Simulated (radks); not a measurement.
All-electron atom: Ba in [Kr] 4d10 5s2 5p5.5 6s2 6p0.5 (fractional occupations, a model configuration). Method: scalar-relativistic Kohn-Sham, LDA (Slater exchange, Perdew-Wang correlation), spin-unpolarised, spherical densities, finite nucleus; Fermi nuclear charge, rms radius 4.8378 fm; computed with a radial shooting solver on a logarithmic mesh with Libxc functionals.

Normalised radial functions P(r) = r R(r), r in bohr:

r	4d	5d
0.004931	0.0004	0.0001
0.005833	0.0006	0.0001
0.0069	0.0009	0.0002
0.008162	0.0015	0.0004
0.009733	0.0024	0.0006
0.01151	0.0038	0.0009
0.01362	0.0059	0.0015
0.01611	0.0092	0.0023
0.01921	0.0146	0.0036
0.02273	0.0225	0.0056
0.02688	0.0342	0.0085
0.0318	0.0514	0.0128
0.03792	0.0775	0.0193
0.04486	0.1128	0.0281
0.05307	0.1608	0.0401
0.06277	0.2237	0.0557
0.07485	0.3067	0.0763
0.08855	0.4002	0.0994
0.1047	0.5013	0.1242
0.1239	0.5977	0.1475
0.1478	0.6725	0.1649
0.1748	0.6928	0.1680
0.2068	0.6363	0.1512
0.2446	0.4821	0.1093
0.2916	0.2102	0.0377
0.345	-0.1353	-0.0507
0.4081	-0.5181	-0.1444
0.4828	-0.8720	-0.2228
0.5757	-1.1361	-0.2640
0.681	-1.2364	-0.2468
0.8056	-1.1800	-0.1690
0.9529	-0.9999	-0.0389
1.136	-0.7423	0.1316
1.344	-0.4946	0.2998
1.59	-0.2901	0.4466
1.881	-0.1479	0.5507
2.243	-0.0616	0.6012
2.653	-0.0222	0.5936
3.139	-0.0065	0.5417
3.713	-0.0015	0.4606
4.427	-0.0002	0.3601
5.237	0.0000	0.2627
6.195	0.0000	0.1749
7.329	0.0000	0.1046
8.739	0.0000	0.0534
10.34	0.0000	0.0243
12.23	0.0000	0.0093
14.47	0.0000	0.0030
17.25	0.0000	0.0007
20.41	0.0000	0.0001
24.14	0.0000	0.0000
28.55	0.0000	0.0000
34.05	0.0000	0.0000
40.28	0.0000	0.0000

4d: eigenvalue -92.681 eV, 1 radial node at r = 0.324 bohr, <r> = 0.800 bohr, 90 % of the charge inside 1.21 bohr. 5d (empty): eigenvalue -3.500 eV, 2 radial nodes at r = 0.314, 0.994 bohr, <r> = 3.14 bohr, 90 % of the charge inside 4.96 bohr.
